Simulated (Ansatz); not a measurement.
Consider the formal exchange of groups at a Te–C bond: `N=CC[TeH]` + `C[SiH2]N` → `N[SiH2]C[TeH]` + `CC=N`.

Gas-phase electronic energies from Ansatz, PBE0-D4/def2-TZVP geometries. CCSD(T)/CBS is the MP2 limit (def2-TZVPP, def2-QZVPP) plus CCSD(T) − MP2 in def2-TZVPP, frozen cores. Functionals use def2-TZVPP. Elements past krypton have def2 core potentials. For Te outer-core shells are correlated without core-valence functions, which leaves a few kJ/mol of doubt a bond. Each species was taken in one conformer, which may not be the lowest.

```
             level  ΔE (kJ/mol)
         r2SCAN-D4         -0.4
SCS-MP2/def2-TZVPP         -1.4
```

Question: What does CCSD(T)/CBS give? (An estimate is asked.)

Answer: The calculation gave: -4.0 kJ/mol. The listed levels differ from it by 3.6, 2.6 kJ/mol.

Largest T1 diagnostic among the species: 0.012.

At CCSD(T), def2-SVP lies +4.5 kJ/mol from the extrapolated value and def2-TZVPP +1.3 kJ/mol. Leaving LDA and LC-ωPBE aside and taking each functional with its dispersion term where it has one, the values, not all of them listed here, spread over 4.5 kJ/mol, from ωB97M-V to BLYP-D4. From BLYP to BHLYP (50 % exact exchange), in def2-TZVPP and without D4, ΔE moves by −3.3 kJ/mol.

CCSD(T)/CBS has its own doubt, a few kJ/mol and more with outer-core shells, so smaller differences from it don't rank the levels.
